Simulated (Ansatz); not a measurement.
`[CH3][Zr]([OH])([F])[F]` + NH₃ → `[NH2][Zr]([OH])([F])[F]` + CH₄ at 700 K and 1 bar (ligand exchange at a Zr–C bond).

Calculated with Ansatz (gas phase, PBE0-D4/def2-TZVP geometries, no zero-point term in ΔE). CBS: MP2 limit from def2 TZ/QZ plus the TZ coupled-cluster correction, frozen cores. This one scheme is used for every species. Elements past krypton have def2 core potentials. For Zr outer-core shells are correlated without core-valence functions, which leaves a few kJ/mol of doubt a bond. Each species was taken in one conformer, which may not be the lowest.

```json
{"species": "`[CH3][Zr]([OH])([F])[F]`", "CCSD(T)/CBS energy (Eh)": "-362.44165", "H − E (kJ/mol)": "216.4", "S (J/(mol·K))": "504.2"}
{"species": "NH₃", "CCSD(T)/CBS energy (Eh)": "-56.50880", "H − E (kJ/mol)": "116.9", "S (J/(mol·K))": "226.5"}
{"species": "`[NH2][Zr]([OH])([F])[F]`", "CCSD(T)/CBS energy (Eh)": "-378.52886", "H − E (kJ/mol)": "187.1", "S (J/(mol·K))": "490.6"}
{"species": "CH₄", "CCSD(T)/CBS energy (Eh)": "-40.46206", "H − E (kJ/mol)": "145.9", "S (J/(mol·K))": "224.0"}
```

H − E and S are ideal-gas, rigid-rotor, harmonic terms from PBE0-D4/def2-TZVP, for one conformer and one mirror image of each species. 1 Eh = 2625.50 kJ/mol, R = 8.31446 J/(mol·K).

Question: By hand: ΔE, ΔH, ΔS and ΔG.

Answer: ΔE = (-378.52886) + (-40.46206) − (-362.44165) − (-56.50880) = -0.04047 Eh = -106.3 kJ/mol. Δ(H − E) = 187.1 + 145.9 − 216.4 − 116.9 = -0.3, so ΔH = -106.6 kJ/mol. ΔS = 490.6 + 224.0 − 504.2 − 226.5 = -16.1 J/(mol·K). ΔG = -106.6 − 700 × (-16.1)/1000 = -95.3 kJ/mol.

Question: By hand: the equilibrium constant, and the temperature at which ΔG would vanish if ΔH and ΔS stayed fixed.

Answer: log₁₀ K = −ΔG/(RT ln 10) = 7.1. ΔG = 0 at ΔH/ΔS = 6621 K, far beyond where these terms or the molecules hold.

ΔH outweighs TΔS. A doubt of 5 kJ/mol in ΔE shifts log₁₀ K by 0.4 here. Other conformers and mirror images would add mixing entropy, several J/(mol·K) or more a flexible species. These are equilibria of isolated gas molecules and say nothing of rates. Largest T1 diagnostic: 0.017 (customary marks: 0.02 for closed shells, 0.045 for open ones).
